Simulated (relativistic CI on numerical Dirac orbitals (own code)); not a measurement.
One change at a time: I26+

Base calculation: Dirac-Coulomb-Breit CI, separate exchange-only KLI orbitals for each configuration, a model potential for QED, unscaled Slater integrals.

CI space (outside the closed core [Ne]): 3s2 3p6 3d9, 3s2 3p5 3d10, 3s 3p6 3d10, 3s2 3p6 3d8 4s, 3s2 3p6 3d8 4p, 3s2 3p6 3d8 4d, 3s2 3p4 3d10 4s, 3s2 3p6 3d8 4f, 3s2 3p5 3d9 4s, 3s2 3p4 3d10 4p, 3s2 3p6 3d7 4s2, 3s2 3p5 3d9 4p, 3s2 3p4 3d10 4d, 3s2 3p6 3d7 4s 4p, 3s 3p5 3d10 4s, 3s2 3p6 3d8 5s. Levels of other configurations are missing.

Variants: (1) P86 correlation estimate. Shifts of the energy above 3s2 3p6 3d9 2D_5/2, in eV, for the lowest level and the first level of each name with at least 55 % of one term (blank where a level changes its place among those of its configuration and J or its character, or is not in the variant):

```csv
Level,Base,Δ(1)
3s2 3p6 3d9 2D_5/2,0.000,0.000
3s2 3p6 3d9 2D_3/2,12.247,0.000
3s2 3p5 3d10 2P°_3/2,249.136,+0.177
3s2 3p5 3d10 2P°_1/2,308.376,+0.177
3s 3p6 3d10 2S_1/2,447.763,+0.327
3s2 3p6 3d8 4s 4F_9/2,579.270,+1.807
3s2 3p6 3d8 4s 2F_7/2,581.173,+1.807
3s2 3p6 3d8 4s 4F_7/2,591.404,+1.807
3s2 3p6 3d8 4s 4F_5/2,591.667,+1.807
3s2 3p6 3d8 4s 4P_1/2,595.387,+1.807
3s2 3p6 3d8 4s 4P_3/2,600.041,+1.807
3s2 3p6 3d8 4s 2P_1/2,601.526,+1.807
3s2 3p6 3d8 4s 2G_9/2,601.822,+1.807
3s2 3p6 3d8 4s 2G_7/2,601.974,+1.807
```

At this charge energies of transitions that change n are usually good to better than 1 %, and those within a shell (Δn = 0) to a few per cent.

Ionisation energy from the two ground configurations alone: base 1472 eV; P86 correlation estimate 1474.05 eV. The NIST ASD value (theoretical) is 1472 eV.

LS names give the leading component of a level, which can be under half, so a name can repeat, a term be missing and a line seem to break the LS rules.
